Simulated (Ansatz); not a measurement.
Results of the Gaussian-basis code of Ansatz.

Basis-set series for CH5NSSi, SMILES `N=C([SiH3])S`. The species carries charge 0 and has multiplicity 1. The geometry is a stationary point of PBE0-D4/def2-TZVP. It is one conformer, not always the lowest.

```xyz
9

N     0.737    1.018    1.351
C     0.299    0.060    0.648
Si   -0.429    0.446   -1.057
S     0.385   -1.640    1.160
H     1.132    0.723    2.247
H     0.521   -0.042   -2.090
H    -0.647    1.904   -1.180
H    -1.705   -0.301   -1.207
H    -0.293   -2.168    0.128
```

```json
{"functional": "PBE0-D4", "basis": "def2-SVP", "functions": "89", "energy (Eh)": "-782.86244", "HOMO (eV)": "-7.38", "LUMO (eV)": "-0.65"}
{"functional": "PBE0-D4", "basis": "def2-QZVPP", "functions": "404", "energy (Eh)": "-783.24041", "HOMO (eV)": "-7.57", "LUMO (eV)": "-1.02"}
{"functional": "ωB97M-V", "basis": "def2-SVP", "functions": "89", "energy (Eh)": "-783.13966", "HOMO (eV)": "-9.49", "LUMO (eV)": "1.60"}
{"functional": "ωB97M-V", "basis": "def2-QZVPP", "functions": "404", "energy (Eh)": "-783.52077", "HOMO (eV)": "-9.73", "LUMO (eV)": "1.12"}
```

(1) Give the rows for def2-TZVPP. (Estimate.)

## Answers

(1) The calculation gave: 
| functional | basis | functions | energy (Eh) | HOMO (eV) | LUMO (eV) |
| --- | --- | --- | --- | --- | --- |
| PBE0-D4 | def2-TZVPP | 216 | -783.21290 | -7.54 | -0.94 |
| ωB97M-V | def2-TZVPP | 216 | -783.49486 | -9.69 | 1.24 |

Positive LUMOs are unbound and depend on the basis.
